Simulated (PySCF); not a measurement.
Calculation: PBE-D3(BJ)/def2-TZVPD // B3LYP-D3(BJ)/def2-TZVPD run with PySCF. Gas-phase values, no solvent. 

Reference species (SMILES): `N#[C][Al-][SiH3]` (lower singlet) (charge -1, multiplicity 1).

```json
{
 "HOMO": "-0.13 eV"
}
```

Changed species: `[Al-]([SiH3])[SiH3]` (lower singlet) (X = silyl, multiplicity 1; the reference has X = cyano, multiplicity 1).

**Question.** Predict the effect on the HOMO.

**Answer.** the HOMO rises by 0.12 eV, to -0.01 eV.
